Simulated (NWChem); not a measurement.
C$_{2}$H$_{6}$OSi; SMILES [SiH2](C=O)C

```xyz
10

C     -1.0619    -1.4032     0.0000
Si     0.6440    -0.6381     0.0000
C      0.4360     1.2847     0.0000
O     -0.6570     1.7971     0.0000
H     -1.6215    -1.0743    -0.8885
H     -1.0167    -2.5024     0.0000
H     -1.6215    -1.0743     0.8885
H      1.4484    -1.0085     1.2081
H      1.4484    -1.0085    -1.2081
H      1.3573     1.9360     0.0000
```
Atoms are numbered in this order, from 1.

Computed with NWChem. All runs use the structure optimised with PBE0/def2-SVP.

Question: Predict the results for PBE/def2-TZVP. Quantities: highest occupied level (eV); orbital gap (eV); dipole (D).

Answer: 
```
Item                         Value
---------------------------  -----
highest occupied level (eV)  -5.50
orbital gap (eV)              2.86
dipole (D)                    1.67
```
